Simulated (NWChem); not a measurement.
pentafluorosilicate (SiF₅ anion); SMILES F[Si-](F)(F)(F)F

Program: NWChem. Sets without diffuse functions describe the anion's extra electron poorly. The geometry was optimised at B3LYP/def2-SVPD. The highest occupied level is positive in some or all of these runs, so the extra electron may be held by the finite basis. Total energies compare along this basis series because the functional is fixed.

| level | basis functions | energy (Ha) | highest occupied level (eV) | orbital gap (eV) |
|---|---|---|---|---|
| B3LYP/STO-3G | 34 | -778.0034 | 3.96 | 10.93 |
| B3LYP/def2-SVP | 88 | -788.5888 | -4.01 | 11.16 |
| B3LYP/def2-SVPD | 139 | -788.6650 | -5.08 | 9.33 |
| B3LYP/def2-TZVP | 192 | -789.3606 | -4.74 | 10.99 |
| B3LYP/def2-TZVPD | 243 | -789.3682 | -4.95 | 8.78 |
| B3LYP/def2-TZVPP | 197 | -789.3607 | -4.74 | 10.99 |
